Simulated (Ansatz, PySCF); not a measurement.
Spin states of O2W (SMILES [O]=[W]=[O]), each relaxed with B3LYP-D3(BJ)/def2-TZVP.
State 1 (charge 0, multiplicity 1):
```xyz
3

W      0.39958    -0.33505     0.40427
O      0.80380     0.35271    -1.08428
O     -1.23655     0.02971     0.60969
```
State 2 (charge 0, multiplicity 3):
```xyz
3

W      0.36363    -0.30434     0.36683
O      0.89579     0.34906    -1.12699
O     -1.29259     0.00265     0.68984
```

Singlets are restricted, other states unrestricted; no spin–orbit coupling, no relativity up to Kr; see below for the cores. The largest T1 diagnostic is 0.036.

Correlated levels freeze the inner cores; with def2 sets outer-core shells near the valence are correlated too. CBS: X⁻³ extrapolation of the correlation energy, Hartree–Fock from the larger set.

The values were computed with Ansatz (a first-principles code) with Gaussian orbitals; PySCF for the dispersion terms. Each number belongs to the level named beside it. In def2 rows elements past Kr take small-core potentials, without spin–orbit coupling.

| level | energy of the multiplicity-3 state less that of the multiplicity-1 state (kcal/mol) |
|---|---|
| SVWN5/def2-TZVPP | 11.55 |
| PBE/def2-TZVPP | 5.08 |
| r2SCAN-D3(BJ)/def2-TZVPP | -3.07 |
| B3LYP-D3(BJ)/def2-TZVPP | 4.58 |
| PBE0-D3(BJ)/def2-TZVPP | 0.23 |
| BHLYP-D3(BJ)/def2-TZVPP | -1.06 |
| wB97M-V/def2-TZVPP | 3.99 |
| CCSD/def2-SVP | ___ |
| CCSD(T)/CBS(def2-SVP, def2-TZVPP) | ___ |

**Question.** Fill in the missing entries.

**Answer.** 
- CCSD/def2-SVP, energy of the multiplicity-3 state less that of the multiplicity-1 state (kcal/mol): 7.29
- CCSD(T)/CBS(def2-SVP, def2-TZVPP), energy of the multiplicity-3 state less that of the multiplicity-1 state (kcal/mol): 10.33

Doubts at one or more of the structures used: a restricted determinant that unrestricted orbitals would lower (CCSD/def2-SVP, CCSD(T)/CBS(def2-SVP, def2-TZVPP)).
